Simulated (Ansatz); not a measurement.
Cost and result for the atomization energy of AlH₈NSi₂, SMILES `N[SiH]([AlH2])[SiH3]` (12 atoms, 11 bonds).

Z-matrix (Å, degrees):
```
Si
Al 1 2.468
Si 1 2.345 2 108.4
N 1 1.742 2 118.6 3 123.1
H 1 1.496 2 108.2 3 -114.7
H 2 1.593 1 120.9 3 63.5
H 2 1.594 1 121.1 3 -115.1
H 3 1.488 1 112.9 2 -171.0
H 3 1.489 1 109.4 2 -49.6
H 3 1.492 1 109.9 2 68.3
H 4 1.009 1 118.0 2 63.2
H 4 1.009 1 117.7 2 -71.7
```

Total charge 0; spin multiplicity 1. Geometry: relaxed with PBE0-D4/def2-TZVP. It is one conformer, not always the lowest. Program: Ansatz. All runs use 4 threads of an Arm Neoverse V1 on a shared host. Times are those of one run each, without the atoms' runs, and a repeat can differ threefold. Electronic energies, without spin–orbit coupling; frozen cores. CCSD(T)/CBS adds CCSD(T) − MP2 in def2-TZVPP to the MP2 limit, and its time is that of the two runs behind it. T1 = 0.013. B3LYP takes the VWN-RPA correlation (the form of Gaussian; ORCA's B3LYP/G).

CCSD(T)/CBS is a level of theory with its own doubt, some kJ/mol a heavy atom from the limit and from the frozen cores, so smaller differences don't rank the functionals.

```csv
level,functions,wall time
PBE-D4/def2-TZVPP (with forces),269,3 s
PBE0-D4/def2-TZVPP,269,3.7 s
r2SCAN-D4/def2-TZVPP (with forces),269,6 s
B3LYP-D4/def2-TZVPP (with forces),269,6 s
B2PLYP/def2-TZVPP,269,7 s
ωB97X-V/def2-TZVPP,269,10 s
ωB97M-V/def2-TZVPP (with forces),269,15 s
MP2/def2-QZVPP,507,26 s
CCSD(T)/def2-TZVPP,269,2.1 min
CCSD(T)/CBS(def2),–,2.6 min
```

Problem. What atomization energy does each give, and how far from CCSD(T)/CBS? (Estimate.)

Solution. The calculation gave: 
```csv
level,atomization (kJ/mol),difference from CCSD(T)/CBS,per bond
PBE-D4/def2-TZVPP (with forces),3441.6,-28.2,-2.6
PBE0-D4/def2-TZVPP,3420.4,-49.4,-4.5
r2SCAN-D4/def2-TZVPP (with forces),3453.5,-16.3,-1.5
B3LYP-D4/def2-TZVPP (with forces),3466.9,-2.9,-0.3
B2PLYP/def2-TZVPP,3406.7,-63.1,-5.7
ωB97X-V/def2-TZVPP,3498.7,28.9,2.6
ωB97M-V/def2-TZVPP (with forces),3463.5,-6.3,-0.6
MP2/def2-QZVPP,3400.1,-69.7,-6.3
CCSD(T)/def2-TZVPP,3367.1,-102.7,-9.3
CCSD(T)/CBS(def2),3469.8,0.0,0.0
```

From PBE to PBE0 (25 % exact exchange), in def2-TZVPP and without D4, the atomization energy moves by −17.6 kJ/mol: exact exchange takes away binding that semilocal exchange gives to molecules. In def2-TZVPP, CCSD(T) changes the Hartree–Fock value by +832.6 kJ/mol (the triples alone add +35.5 kJ/mol) and MP2 by +804.0 kJ/mol; breaking electron pairs costs correlation energy, which Hartree–Fock lacks. The D4 term adds +42.1 kJ/mol with B3LYP and +22.5 kJ/mol with PBE0; it sums over pairs of atoms, weighted by their polarisabilities, and B3LYP, whose exchange is more repulsive, gets the larger term.
